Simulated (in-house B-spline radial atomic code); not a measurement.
Ionising neutral chromium with different functionals

Computed with a B-spline radial code for spherical atoms: four-component Dirac-Coulomb Hamiltonian, Fermi nucleus of rms radius 3.6452 fm, spin-restricted, spherical fractional occupations for the functionals, and exact exchange of hybrids averaged over the configuration. The ionisation energy is the difference of two self-consistent energies, [Ar] 3d5 4s1 → [Ar] 3d5, without Breit or QED terms; ε is the level of the shell that loses the electron (mean over j).

```csv
method,rung,ΔSCF (eV),-ε(4s) (eV)
B3LYP,global hybrid,?,?
BHandHLYP,global hybrid,?,?
CAM-B3LYP,range-separated hybrid,6.80,5.68
HSE06,range-separated hybrid,6.69,4.27
```

(1) What does BHandHLYP give?

(2) What does B3LYP give?

(3) Among the functionals, which spreads more, the ΔSCF values or the orbital energies?

(4) How do they compare with the NIST value?

## Answers

(1) ΔSCF 6.54 eV, and -ε(4s) = 5.14 eV.

(2) ΔSCF 6.91 eV, and -ε(4s) = 4.57 eV.

(3) The orbital energies: ΔSCF values span about 0.37 eV and the orbital energies 1.41 eV.

(4) NIST lists 6.767 eV (measured, ground level to ground level). Errors run from -0.23 to +0.14 eV; CAM-B3LYP is closest (+0.03 eV), but part of that can be cancellation, since the calculations leave out Breit-QED terms, spin polarisation, the choice among j levels, multiplet and fine-structure energies.
